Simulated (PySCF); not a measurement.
# Assignment exercise: C6H16OSi2

Bonds (- single, = double, # triple, : aromatic): C1-Si2, Si2-C3, Si2-C4, Si2-O5, O5-Si6, Si6-C7, Si6-C8, C8-C9, C9-Si6. C1 carries H10, H11, H12; C3 carries H13, H14, H15; C4 carries H16, H17, H18; C7 carries H19, H20, H21; C8 carries H22, H23; C9 carries H24, H25.

Level of theory: GIAO PBE0/pcSseg-1 shieldings, GFN2-xTB structure, in PySCF 2.14 (non-relativistic Hamiltonian, one conformer, no solvent, averaged over atoms made equivalent by symmetry, fast rotation or ring inversion).

References, each an isolated molecule treated in the same way: $^{13}$C, $^{1}$H vs TMS.

Problem. Assign these signals to the numbered atoms. $^{13}$C{$^{1}$H} NMR (computed): δ 2.4, 1.5, -3.5.

Solution. 
| δ (ppm) | atoms | environment | reason |
| --- | --- | --- | --- |
| 2.4 | C1/C3/C4 | methyl carbon bonded to Si | an electropositive neighbour leaves it electron-rich and shielded |
| 1.5 | C8/C9 | three-membered-ring carbon | carbons of three-membered rings are unusually shielded |
| -3.5 | C7 | methyl carbon bonded to Si | an electropositive neighbour leaves it electron-rich and shielded |

C1/C3/C4 and C8/C9 lie closer than the usual error of such a calculation, so a measured spectrum could show them in the other order.

Problem. Assign these signals to the numbered atoms. $^{1}$H NMR (300 MHz, computed): δ 0.86 (m, 2H), 0.46 (s, 3H), 0.38 (m, 2H), 0.09 (s, 9H).

Solution. 
0.86 → H22/H24, hydrogen on a three-membered-ring carbon: cyclopropane-type protons are shielded by the ring
0.46 → H19/H20/H21, hydrogen on a methyl carbon bonded to Si: an electropositive neighbour shields it, as in TMS itself
0.38 → H23/H25, hydrogen on a three-membered-ring carbon: cyclopropane-type protons are shielded by the ring
0.09 → H10/H11/H12/H13/H14/H15/H16/H17/H18, hydrogen on a methyl carbon bonded to Si: an electropositive neighbour shields it, as in TMS itself

H19/H20/H21 and H23/H25 lie closer than the usual error of such a calculation, so a measured spectrum could show them in the other order.

Shifts are as computed. Against solution values, carbons near 30 ppm lie about +3 ppm off and those near 130 ppm about +5 ppm. Of 1211 compounds with measured shifts, 218 miss one by over three times the rms of a fit or turn the order of signals round; such compounds aren't used in these exercises. Multiplicities follow the n + 1 count of equivalent neighbours, as no J values were calculated; m marks all less simple cases, F and P coupling included.
